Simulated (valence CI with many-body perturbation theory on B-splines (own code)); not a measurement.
Results of a calculation; reference values are marked as such.
**From CI to CI+MBPT in Xe²³⁺**

Level of theory: relativistic CI+MBPT: three valence electrons over a frozen Dirac-Fock core [Ar] 3d10, radial functions for each j: 11 s, 11 p, 9 d, 7 f, 5 g, 2 h, 1 i, with the one-electron correlation potential Σ1 (screened to all orders), the two-electron term Σ2, the three-electron term Σ3, Breit, model QED; selected single and double excitations, second order for the rest (own B-spline code, finite nucleus).

No measured levels were compared; by estimate levels hold to about 250 cm⁻¹ or 0.2 % of their energy and the worst to 1 %, as in measured heavy ions of charge 2 to 7; those with d or f electrons hold less well.

Each rung adds one term. CI alone is the Dirac-Coulomb CI over the frozen core; QED comes last and gives the full result, which names the levels. Energies are above (4s^2 4p1/2) J=1/2 on the same rung, in cm⁻¹.

Levels are named by their leading jj configuration (3d3/2^4 stands for four electrons in 3d with j = 3/2), which in mixed levels can hold well under half, so a name can repeat and another be missing. Letters in brackets count levels of one name in rising energy.

| Level | CI alone |
| --- | --- |
| (4s^2 4p3/2) J=3/2 | 139844 |
| (4s 4p1/2^2) J=1/2 | 397269 |
| (4s 4p1/2 4p3/2) J=3/2 [a] | 489267 |
| (4s 4p1/2 4p3/2) J=5/2 | 525223 |
| (4s 4p1/2 4p3/2) J=3/2 [b] | 585923 |
| (4s 4p1/2 4p3/2) J=1/2 | 621985 |
| (4s 4p3/2^2) J=5/2 | 658872 |
| (4s 4p3/2^2) J=1/2 | 759777 |
| (4s 4p3/2^2) J=3/2 | 770179 |
| (4s^2 4d3/2) J=3/2 | 888039 |
| (4s^2 4d5/2) J=5/2 | 912953 |
| (4p1/2^2 4p3/2) J=3/2 | 1013070 |
| (4p1/2 4p3/2^2) J=3/2 | 1118330 |
| (4p1/2 4p3/2^2) J=5/2 | 1122030 |
| (4p1/2 4p3/2^2) J=1/2 | 1185830 |
| (4s 4p1/2 4d3/2) J=3/2 [a] | 1188160 |

(1) What do these energies become with core correlation, Breit and QED?

(2) How does the ionisation energy move along the ladder, and which term matters most?

Answers

(1) (4s^2 4p3/2) J=3/2 139459 (-384); (4s 4p1/2^2) J=1/2 398732 (+1463); (4s 4p1/2 4p3/2) J=3/2 [a] 491552 (+2285); (4s 4p1/2 4p3/2) J=5/2 526294 (+1071); (4s 4p1/2 4p3/2) J=3/2 [b] 584297 (-1627); (4s 4p1/2 4p3/2) J=1/2 615466 (-6519); (4s 4p3/2^2) J=5/2 659145 (+273); (4s 4p3/2^2) J=1/2 754938 (-4838); (4s 4p3/2^2) J=3/2 762360 (-7820); (4s^2 4d3/2) J=3/2 880025 (-8014); (4s^2 4d5/2) J=5/2 904816 (-8137); (4p1/2^2 4p3/2) J=3/2 1008560 (-4510); (4p1/2 4p3/2^2) J=3/2 1114330 (-3997); (4p1/2 4p3/2^2) J=5/2 1120140 (-1898); (4p1/2 4p3/2^2) J=1/2 1180230 (-5600); (4s 4p1/2 4d3/2) J=3/2 [a] 1187810 (-343).

(2) CI alone 736.79, + Σ1 738.30, + Σ2 738.12, + Σ3 738.08, + Breit 737.46, + QED 737.49 eV. The largest step is Σ1, 1.50 eV. NIST lists 736 ± 4 eV (theoretical).
